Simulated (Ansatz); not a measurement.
Geometry optimisation, RHF/6-31G* (Ansatz 0.2.0).

Input:

```yaml
crystal:
  periodic: [false, false, false]
  atoms:
    - { symbol: Al, position_ang: [-1.23345, -0.021706, 0.810091] }
    - { symbol: H, position_ang: [1.480184, -0.177913, 1.326793] }
    - { symbol: O, position_ang: [1.708998, -0.177855, 0.383783] }
    - { symbol: Si, position_ang: [2.761028, -1.347027, -0.144707] }
    - { symbol: H, position_ang: [2.06608, -2.629464, -0.360485] }
    - { symbol: H, position_ang: [3.3313, -0.874748, -1.413549] }
    - { symbol: H, position_ang: [3.830935, -1.558113, 0.849976] }
    - { symbol: "N", position_ang: [-1.562047, 0.016733, -0.957093] }
    - { symbol: H, position_ang: [-2.463232, -0.13399, -1.372429] }
    - { symbol: H, position_ang: [-0.888196, 0.202584, -1.67738] }
basis:
  gaussian: { orbitals: "6-31G*" }
hamiltonian:
  xc: hf
relax:
  f_tol: 0.03
  max_steps: 50
```

Run as:

```bash
$ ansatz run input.yaml --threads 1 --pin off --max-ram 2048MiB --backend cpu --events-out ev --progress --plain --runs-dir out
```

Problem. Where does it end, and by what steps?

Solution. The run converged. After 18 steps the energy has fallen by 0.140 eV; H6 moved furthest, 1.09 Å.

```json
{"step": "0", "energy less start (eV)": "0.0000", "largest force component (eV/Å)": "1.168", "accepted": "yes"}
{"step": "1", "energy less start (eV)": "-0.0327", "largest force component (eV/Å)": "0.820", "accepted": "yes"}
{"step": "2", "energy less start (eV)": "-0.0504", "largest force component (eV/Å)": "0.109", "accepted": "yes"}
{"step": "3", "energy less start (eV)": "-0.0366", "largest force component (eV/Å)": "0.685", "accepted": "no"}
{"step": "4", "energy less start (eV)": "-0.0562", "largest force component (eV/Å)": "0.100", "accepted": "yes"}
{"step": "5", "energy less start (eV)": "-0.0631", "largest force component (eV/Å)": "0.230", "accepted": "yes"}
{"step": "6", "energy less start (eV)": "-0.0624", "largest force component (eV/Å)": "0.576", "accepted": "no"}
{"step": "7", "energy less start (eV)": "-0.0691", "largest force component (eV/Å)": "0.182", "accepted": "yes"}
{"step": "8", "energy less start (eV)": "-0.0752", "largest force component (eV/Å)": "0.114", "accepted": "yes"}
{"step": "9", "energy less start (eV)": "-0.0829", "largest force component (eV/Å)": "0.118", "accepted": "yes"}
{"step": "10", "energy less start (eV)": "-0.0977", "largest force component (eV/Å)": "0.187", "accepted": "yes"}
{"step": "11", "energy less start (eV)": "-0.1130", "largest force component (eV/Å)": "0.318", "accepted": "yes"}
{"step": "12", "energy less start (eV)": "-0.1232", "largest force component (eV/Å)": "0.384", "accepted": "yes"}
{"step": "13", "energy less start (eV)": "-0.1319", "largest force component (eV/Å)": "0.279", "accepted": "yes"}
{"step": "14", "energy less start (eV)": "-0.1364", "largest force component (eV/Å)": "0.113", "accepted": "yes"}
{"step": "15", "energy less start (eV)": "-0.1377", "largest force component (eV/Å)": "0.122", "accepted": "yes"}
{"step": "16", "energy less start (eV)": "-0.1385", "largest force component (eV/Å)": "0.108", "accepted": "yes"}
{"step": "17", "energy less start (eV)": "-0.1387", "largest force component (eV/Å)": "0.059", "accepted": "yes"}
{"step": "18", "energy less start (eV)": "-0.1395", "largest force component (eV/Å)": "0.028", "accepted": "yes"}
```

```xyz
10
Properties=species:S:1:pos:R:3
Al -0.958 -0.098 0.848
H 1.689 -0.059 1.634
O 1.312 -0.241 0.782
Si 2.206 -1.244 -0.242
H 1.609 -2.580 -0.306
H 2.286 -0.626 -1.569
H 3.553 -1.329 0.353
N -0.847 -0.246 -0.969
H -1.655 -0.457 -1.522
H -0.163 0.180 -1.564
```

Time of the run: 36 s on 1 thread of Arm Neoverse V2, on a shared host, peak memory 0.14 GiB.
